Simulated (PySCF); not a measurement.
Identify the unknown among the candidates.

All candidates are C6H8O2.

| technique | computed result |
| --- | --- |
| 13C NMR | chemical shifts (computed TMS as zero) by class: 170.8 (1 C), 154.7 (1 C), 151.6 (1 C), 137.7 (1 C), 122.1 (1 C), 25.1 (1 C) ppm [GIAO PBE0/pcSseg-1] |
| Rotational structure | rotational constants A, B, C: 3.123, 1.689, 1.318 GHz [GFN2-xTB] |
| NMR, other nuclei | isotropic shieldings of nuclei other than C and H, by class: -86 (1 O), 126 (1 O) ppm [GIAO PBE0/pcSseg-1] |
| Dipole | 1.58 D [PBE0/pcSseg-1] |
| 1H NMR | chemical shifts (computed TMS as zero) by class: 6.69 (1 H), 6.19 (1 H), 6.11 (1 H), 5.31 (1 H), 5.26 (1 H), 2.16 (3 H) ppm [GIAO PBE0/pcSseg-1] |

The electronic properties come from PySCF, for the isolated species, density fitting. Levels stand in brackets. One conformer (not necessarily the lowest) at the GFN2-xTB geometry, without solvent, vibrations or thermal averaging. Each NMR value is the plain mean over a class of atoms that symmetry, rotation or inversion makes alike.

Question: Which candidate is it?
A. `C=C/C=C/OC(C)=O`
B. `COC(=O)C=C1CC1`
C. `C=C/C=C\OC(C)=O`
D. `C=C(C)C(=C)C(=O)O`

Answer: D. It is `C=C(C)C(=C)C(=O)O`. Numbering: `[CH2:1]=[C:2]([CH3:3])[C:4](=[CH2:5])[C:6](=[O:7])[OH:8]`. Its formula, C6H8O2, gives 3 degrees of unsaturation: 0 rings and 3 π bonds in the structure found. 6 carbons fall into 6 classes; from least to most shielded: carboxylic acid carbon [C6] (170.8 ppm), fully substituted alkene carbon [C2] (154.7 ppm), fully substituted alkene carbon [C4] (151.6 ppm), terminal =CH2 carbon [C5] (137.7 ppm), terminal =CH2 carbon [C1] (122.1 ppm), allylic carbon [C3] (25.1 ppm). Hydrogen classes from least to most shielded: 1 H on a terminal =CH2 carbon, C5 (6.69 ppm), 1 H on an acid hydroxyl oxygen, O8 (6.19 ppm), 1 H on a terminal =CH2 carbon, C5 (6.11 ppm), 1 H on a terminal =CH2 carbon, C1 (5.31 ppm), 1 H on a terminal =CH2 carbon, C1 (5.26 ppm), 3 H on an allylic carbon, C3 (2.16 ppm, a mean of values up to 1.1 ppm apart in this geometry). The other shieldings belong to: -86 ppm, acid carbonyl oxygen [O7]; 126 ppm, acid hydroxyl oxygen [O8]. The optimised geometry has point group C1 and is an asymmetric top.

The others, at the same levels:
- `C=C/C=C/OC(C)=O` fails: its computed 13C shifts are 172.4 (1 C), 147.6 (1 C), 140.8 (1 C), 123.9 (1 C), 122.0 (1 C), 23.3 (1 C) ppm, 1H shifts are 7.98 (1 H), 6.52 (1 H), 6.23 (1 H), 5.56 (1 H), 5.44 (1 H), 2.17 (3 H) ppm and rotational constant A is 8.482 GHz (against 3.123 GHz).
- `COC(=O)C=C1CC1` fails: its computed 13C shifts are 172.8 (1 C), 155.7 (1 C), 117.4 (1 C), 53.4 (1 C), 7.6 (1 C), 4.0 (1 C) ppm, 1H shifts are 6.48 (1 H), 3.92 (3 H), 1.51 (2 H), 1.19 (2 H) ppm and rotational constant A is 7.193 GHz (against 3.123 GHz).
- `C=C/C=C\OC(C)=O` fails: its computed 13C shifts are 171.8 (1 C), 141.7 (1 C), 137.9 (1 C), 123.2 (1 C), 119.9 (1 C), 23.2 (1 C) ppm, 1H shifts are 7.66 (1 H), 7.15 (1 H), 5.71 (1 H), 5.47 (1 H), 5.40 (1 H), 2.21 (3 H) ppm and rotational constant A is 5.980 GHz (against 3.123 GHz).

Each candidate is one conformer, not necessarily the lowest. Dipoles, sizes and rotational constants follow the conformer. The torsions of the flexible species, by atom-mapped SMILES:
- `[CH2:1]=[C:2]([CH3:3])[C:4](=[CH2:5])[C:6](=[O:7])[OH:8]`: C1–C2–C4–C5 56°, C2–C4–C6–O7 -166°, H–O8–C6–C4 178°
- `[CH2:1]=[CH:2]/[CH:3]=[CH:4]/[O:5][C:6]([CH3:7])=[O:8]`: C1–C2–C3–C4 180°, C3–C4–O5–C6 180°, C4–O5–C6–C7 180°
- `[CH3:1][O:2][C:3](=[O:4])[CH:5]=[C:6]1[CH2:7][CH2:8]1`: C1–O2–C3–O4 0°, O2–C3–C5–C6 180°
- `[CH2:1]=[CH:2]/[CH:3]=[CH:4]\[O:5][C:6]([CH3:7])=[O:8]`: C1–C2–C3–C4 180°, C3–C4–O5–C6 180°, C4–O5–C6–C7 180°
